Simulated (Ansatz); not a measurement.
A calculation with Ansatz (development build ahead of 0.2.0).

```yaml
crystal:
  periodic: [false, false, false]
  atoms:
    - { symbol: Al, position_ang: [0.0, 0.0, 0.0] }
basis:
  gaussian: { orbitals: cc-pVTZ }
magnetization:
  spin_polarized: true
  initial_magnetization: 1
hamiltonian:
  xc: hf
correlation:
  method: mp2
  frozen_orbitals: { Al: 5 }
```

The input is written out in the form of the current development build from the run's settings.

Output:

```
Converged                       : yes
Reference energy                : -241.87905 hartree
Correlation energy              : -0.03585 hartree
Total energy                    : -241.91490 hartree
Spin squared of the determinant : 0.770
```
